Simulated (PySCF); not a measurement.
Working out the ionisation energy of I

I [Kr] 4d10 5s2 5p5 (2P) → I⁺ [Kr] 4d10 5s2 5p4 (3P). All numbers are calculated (PySCF 2.14, a scalar-relativistic core potential, in aug-cc-pVDZ-PP with ECP28MDF (5s4p3d, 32 functions)). Frozen: 4s2 4p6 4d10. Energies in hartree (1 hartree = 27.21139 eV):

| part | I (lower) | I⁺ (upper) |
| --- | --- | --- |
| UHF | -294.653725 | -294.301268 |
| CCSD correlation | -0.095350 | -0.075545 |
| (T) | -0.001512 | -0.000957 |

Problem. What does Hartree-Fock give?

Solution. (-294.301268) − (-294.653725) = 0.352457 hartree = 9.591 eV.

Problem. What do CCSD and CCSD(T) give?

Solution. The CCSD correlation energies differ by 0.019805 hartree = 0.539 eV and the triples by 0.000555 hartree = 0.015 eV, so CCSD gives 10.130 eV and CCSD(T) 10.145 eV.

Measured between the centres of the two terms (NIST): 10.519 eV, so CCSD(T) (valence) is off by -0.374 eV.

A double-zeta basis recovers only part of the correlation energy.

What remains against the reference includes basis incompleteness, the frozen core and higher excitations.
